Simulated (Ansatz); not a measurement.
Geometry optimisation, RKS B3LYP-D4/def2-SVP (Ansatz).

The input (input.yaml):

```yaml
crystal:
  periodic: [false, false, false]
  atoms:
    - { symbol: Ta, position_ang: [-0.093821, -0.137828, -0.016958] }
    - { symbol: F, position_ang: [1.79506, -0.250535, -0.212777] }
    - { symbol: F, position_ang: [0.204349, 0.111266, 1.829152] }
    - { symbol: F, position_ang: [-0.181122, -0.367953, -1.889547] }
    - { symbol: Cl, position_ang: [-1.479796, 1.698437, -0.107705] }
    - { symbol: F, position_ang: [-1.018976, -1.71545, 0.275016] }
    - { symbol: H, position_ang: [1.370959, 2.37646, -0.751113] }
    - { symbol: H, position_ang: [1.823445, 1.821902, -0.698469] }
basis:
  gaussian: { orbitals: def2-SVP }
hamiltonian:
  xc: b3lyp
  dispersion: d4
relax:
  f_tol: 0.03
  max_steps: 50
```

Launched with:

```bash
$ ansatz run input.yaml --threads 2 --pin off --max-ram 3072MiB --backend cpu --events-out ev --progress --plain --runs-dir out
```

Where does it end, and by what steps?

It converged. After 9 steps the energy has fallen by 0.139 eV; H8 moved furthest, 0.62 Å.

```
step  energy less start (eV)  largest force component (eV/Å)  accepted
   0                  0.0000                           1.395       yes
   1                 -0.0936                           0.179       yes
   2                 -0.1115                           0.192       yes
   3                 -0.1214                           0.166       yes
   4                 -0.1279                           0.159       yes
   5                 -0.1337                           0.154       yes
   6                 -0.1360                           0.065       yes
   7                 -0.1374                           0.184       yes
   8                 -0.1386                           0.032       yes
   9                 -0.1387                           0.010       yes
```

```xyz
8
Properties=species:S:1:pos:R:3
Ta -0.203 -0.316 0.013
F 1.648 -0.249 -0.219
F 0.111 -0.177 1.870
F -0.334 -0.734 -1.824
Cl -1.379 1.642 -0.140
F -1.214 -1.841 0.365
H 1.633 2.880 -0.836
H 2.157 2.331 -0.801
```

Whether the end is a true minimum wasn't checked by a vibrational analysis.

The run took 40 s on 2 threads of Arm Neoverse V2 (shared host), peak memory 0.29 GiB.
